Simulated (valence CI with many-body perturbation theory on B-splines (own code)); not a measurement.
# Hyperfine factors and g values of Pr⁵⁴⁺

Calculated by relativistic CI+MBPT: three valence electrons over a frozen Dirac-Fock core [He], radial functions for each j: 11 s, 11 p, 10 d, 8 f, 5 g, 2 h, with the one-electron correlation potential Σ1, the two-electron term Σ2, the three-electron term Σ3, Breit, model QED; selected CI, second order for the rest, scaled by the run's own slope (own B-spline code, finite nucleus).

The last digits are not significant, and no measured levels were compared; by estimate large intervals hold to a few tenths of a per cent, small ones and those within an open d or f shell to about a per cent.

A/g_I is the dipole constant over the nuclear g factor μ/I (μ in nuclear magnetons, uniformly magnetised nucleus), B/Q the quadrupole constant per barn. Both hold the static response of the core; the bare values leave it out. Large factors of s and p1/2 electrons are usually good to 5 to 10 %; those of open d and f shells near neutrality can be off by tens of per cent, and small factors of p3/2, d and f electrons come from cancelling terms and can be off by a factor of two or in sign, in half-filled shells by more. B is blank for J = 1/2, where it vanishes, and for nearly pure S terms. Energies count from the lowest level.

Levels are named by their leading jj configuration (3d3/2^4 stands for four electrons in 3d with j = 3/2), which in mixed levels can hold well under half, so a name can repeat and another be missing. Letters in brackets count levels of one name in rising energy.

```
                     Level  E (eV)      g  A/g_I (MHz)  A/g_I bare  B/Q (MHz/b)  B/Q bare
        (2s^2 2p1/2) J=1/2     0.0  0.635      2900000     2890000                       
        (2s 2p1/2^2) J=1/2   187.3  2.123      8770000     8670000                       
        (2s^2 2p3/2) J=3/2   529.3  1.311       412000      422000       793000    794000
(2s 2p1/2 2p3/2) J=3/2 [a]   659.9  1.645      2220000     2210000       625000    626000
    (2s 2p1/2 2p3/2) J=5/2   694.4  1.337      2600000     2590000       594000    596000
    (2s 2p1/2 2p3/2) J=1/2   749.1  1.238     -3070000    -3010000                       
(2s 2p1/2 2p3/2) J=3/2 [b]   750.0  0.971        32200       51800       462000    462000
     (2p1/2^2 2p3/2) J=3/2   948.2  1.342       374000      395000       745000    747000
        (2s 2p3/2^2) J=5/2  1207.3  1.415      2130000     2120000       196000    196000
        (2s 2p3/2^2) J=1/2  1289.4  1.900      8960000     8850000                       
        (2s 2p3/2^2) J=3/2  1290.4  1.184     -1300000    -1260000      -141000   -141000
     (2p1/2 2p3/2^2) J=3/2  1441.6  1.439      -110000      -82100        74700     74800
     (2p1/2 2p3/2^2) J=5/2  1462.5  1.176       893000      904000        -2900     -2910
     (2p1/2 2p3/2^2) J=1/2  1505.2  0.635      2910000     2880000                       
           (2p3/2^3) J=3/2  2006.1  1.287       401000      420000      -819000   -821000
           (2s^2 3s) J=1/2  6322.7  1.990      2640000     2610000                       
        (2s^2 3p1/2) J=1/2  6386.7  0.668       862000      857000                       
   (2s 2p1/2 3s) J=1/2 [a]  6448.6  2.371      5050000     4990000                       
       (2s 2p1/2 3s) J=3/2  6468.8  1.550      4700000     4650000       -91100    -91300
   (2s 2p1/2 3s) J=1/2 [b]  6492.3  0.729      4570000     4530000                       
(2s 2p1/2 3p1/2) J=1/2 [a]  6502.6  0.266      -546000     -529000                       
    (2s 2p1/2 3p1/2) J=3/2  6524.6  1.111      4200000     4150000       -99100    -99300
        (2s^2 3p3/2) J=3/2  6545.0  1.333       246000      248000       219000    219000
(2s 2p1/2 3p1/2) J=1/2 [b]  6556.6  1.966      9000000     8900000                       
        (2s^2 3d3/2) J=3/2  6590.9  0.796       115000      115000        39400     39800
        (2s^2 3d5/2) J=5/2  6633.8  1.193        66100       65800        62700     63200
        (2p1/2^2 3s) J=1/2  6665.8  1.716       252000      251000                       
(2s 2p1/2 3p3/2) J=3/2 [a]  6668.2  1.399       456000      455000       228000    228000
    (2s 2p1/2 3p3/2) J=5/2  6693.3  1.330      2400000     2380000       122000    122000
(2s 2p1/2 3p3/2) J=3/2 [b]  6696.1  1.246      1340000     1330000       129000    129000
(2s 2p1/2 3d3/2) J=3/2 [a]  6704.3  0.561      -782000     -770000        52000     52400
    (2s 2p1/2 3p3/2) J=1/2  6713.5  1.586     -1440000    -1410000                       
     (2p1/2^2 3p1/2) J=1/2  6722.7  0.573      -599000     -590000                       
    (2s 2p1/2 3d3/2) J=5/2  6728.0  1.025      2270000     2250000       -43900    -43600
(2s 2p1/2 3d3/2) J=3/2 [b]  6743.7  1.204      2300000     2270000        76800     77000
    (2s 2p1/2 3d3/2) J=1/2  6755.5  0.494     -2370000    -2340000                       
(2s 2p1/2 3d5/2) J=5/2 [a]  6758.3  1.322       692000      683000        49100     49700
    (2s 2p1/2 3d5/2) J=7/2  6780.3  1.236      1720000     1700000       -62100    -61700
(2s 2p1/2 3d5/2) J=5/2 [b]  6791.1  1.061       192000      192000       132000    133000
    (2s 2p1/2 3d5/2) J=3/2  6791.3  1.083     -2120000    -2090000        16700     17000
```

Question: Take the isotope of mass number 141, with I = 5/2, μ = 4.266 μN and Q = -0.0589 b. What is the hyperfine structure of (2s^2 2p3/2) J=3/2?

Answer: From the table A = 703000 MHz, B = -46700 MHz. Shifts from the centre of gravity in MHz: F = 1: -3720000, F = 2: -2280000, F = 3: -150000, F = 4: 2620000.
